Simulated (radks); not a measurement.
Results of a calculation; reference values are marked as such.
Ionisation of neutral platinum, [Xe] 4f14 5d9 6s1, to Pt+, [Xe] 4f14 5d9, under several functionals. Scalar-relativistic Kohn-Sham, spin-unpolarised, spherical densities, finite nucleus; a radial shooting solver on a logarithmic mesh with Libxc functionals. The NIST Atomic Spectra Database gives 8.959 eV (measured). Rank these functionals by the error of their Delta-SCF ionisation energy: revPBE; LDA (Slater exchange, Perdew-Wang correlation); r2SCAN; exchange-only B88; B86b exchange with PBE correlation; MS2 meta-GGA; SCAN; BLYP; SOGGA; PW91; exchange-only LDA.

Answer. From best to worst: r2SCAN 8.990 eV (+0.031); revPBE 9.066 eV (+0.107); MS2 meta-GGA 9.085 eV (+0.127); SOGGA 9.093 eV (+0.134); B86b exchange with PBE correlation 9.212 eV (+0.253); BLYP 9.235 eV (+0.276); PW91 9.266 eV (+0.307); SCAN 9.286 eV (+0.327); exchange-only B88 8.499 eV (-0.460); exchange-only LDA 8.475 eV (-0.484); LDA (Slater exchange, Perdew-Wang correlation) 9.531 eV (+0.572). Spin polarisation and multiplet splitting are left out, so open shells lie too high by an amount that depends on their filling. Spin-orbit splitting is averaged out at the scalar-relativistic level.

Beside tabulated values, note that spin-unpolarised runs miss the spin-polarisation part of the exchange energy of open shells.
